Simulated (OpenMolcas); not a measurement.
**Tm3+: moving or changing the point charges**

Tm3+ among 6 point charges of -0.5 e arranged as an octahedron (Oh), 2.25 Å from the ion.
```
   2.2500    0.0000    0.0000  -0.50
   0.0000    2.2500    0.0000  -0.50
  -2.2500    0.0000    0.0000  -0.50
   0.0000   -2.2500    0.0000  -0.50
   0.0000    0.0000    2.2500  -0.50
   0.0000    0.0000   -2.2500  -0.50
```

```
Program             : OpenMolcas 26.06
Method              : CASSCF
Basis               : ANO-RCC-VDZP [7s6p4d2f1g]
Scalar Hamiltonian  : DKH2, point nucleus
Active space        : 12 electrons in 7 orbitals (4f)
State averaging     : 2S+1 = 3 even, 21 roots; 2S+1 = 1 even, 27 roots kept (CI in the orbitals of an earlier block)
Spin-orbit coupling : RASSI with atomic mean-field integrals over the reference wave functions
```

Runs around this geometry, states (labels of O, the rotations of Oh). Energies in cm-1 above the lowest state or level, χT in cm3 K/mol; under a threefold ground state the first gap can be a small split of the lowest multiplet, not the spin-orbit step.

| R (Å) | Ground state | First state of that spin | First gap with spin-orbit (degeneracies) | Width of lowest J | χT at 300 K |
| --- | --- | --- | --- | --- | --- |
| 2.25 | 3T1 | 3E 21.6 | 16.6 (1, 3) | 129 | 7.130 |
| 2.4 | 3T1 | 3E 15.2 | 12.0 (1, 3) | 94 | 7.137 |
| 2.69 | 3T1 | 3E 8.2 | 6.7 (1, 3) | 53 | 7.142 |

Taking the width of the lowest J multiplet as R^-n, n = -ln(53 / 129) / ln(2.69 / 2.25) = 5.0 between the shortest and longest distance.

Point charges carry no covalency, so the field is a model and not that of real ligands. No measured value stands beside these numbers.
